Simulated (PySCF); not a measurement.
# One molecule, several mistakes: AlBClF

All numbers below are calculated, not measured. They come from PySCF 2.14.0, an open-source quantum chemistry program, on an isolated molecule that a program drew, which may never have been made. The molecule is AlBClF (charge 0, singlet), drawn as the SMILES string `F[B]([Al])Cl`.

Each row is a Hartree-Fock (HF) and frozen-core CCSD(T) single point in the cc-pV(D+d)Z basis, meant for a local HF minimum. Run 1 is clean. Each other run has one planted mistake out of seven kinds, and not every kind appears here: one electron removed, one electron added, multiplicity raised by two, geometry at a saddle point, minimal basis STO-3G, one bond length entered in bohr, all coordinates scaled. The reference is restricted for singlets and unrestricted otherwise, and also for a bond in bohr. Adding or removing an electron swaps singlet and doublet. Electrons count all cores. HOMO and LUMO are orbital energies over both spins, the gradient is its largest component, and the lowest frequency (negative if imaginary) is given only where the gradient is small. Bond lengths are over the 3 bonds as drawn. T1 is the CCSD diagnostic: over 0.02 (restricted) or 0.045 (unrestricted) a single reference is doubtful.

Geometry of the clean run:
```xyz
4
AlBClF, angstrom
F    -2.5913    0.7342   -0.6187
B    -2.3992    0.2735    0.6121
Al   -3.2316    1.0740    2.5577
Cl   -1.3325   -1.1740    0.6881
```

```
run,electrons,basis functions,<S^2>,HOMO (eV),LUMO (eV),gradient (hartree/bohr),lowest frequency (cm^-1),mean bond (Å),longest bond (Å),T1,HF (hartree),CCSD(T) (hartree),mistake
1,44,74,0.000,-7.87,0.16,4.2e-06,98,1.7968,2.263,0.0154,-825.60530,-826.09508,no fault
2,44,74,0.951,-6.08,0.51,2.2e-02,-,2.4678,4.276,0.0258,-825.54063,-826.00500,one bond length entered in bohr
3,43,74,0.788,-15.84,-6.39,4.8e-02,-,1.7968,2.263,0.0225,-825.34384,-825.80815,one electron removed
4,45,74,0.958,-0.72,5.87,3.9e-02,-,1.7968,2.263,0.0435,-825.61580,-826.11277,?
5,44,74,0.000,-7.52,0.32,8.8e-02,-,1.6872,2.125,0.0144,-825.58912,-826.07653,?
```

**Which mistake was planted in run 4, and what did it cost?**

It counts 45 electrons, one more than the clean run, at the same geometry and basis. So the mistake is: one electron added. Subtracting run 1 and multiplying by 627.51 kcal/mol a hartree, the energy moved by -6.6 kcal/mol in HF and -11.1 kcal/mol in CCSD(T).

**Which mistake was planted in run 5, and what did it cost?**

The mean and the longest bond both change by the same factor, 0.939, and the gradient is no longer small. So the mistake is: all coordinates scaled. Subtracting run 1 and multiplying by 627.51 kcal/mol a hartree, the energy moved by 10.2 kcal/mol in HF and 11.6 kcal/mol in CCSD(T).

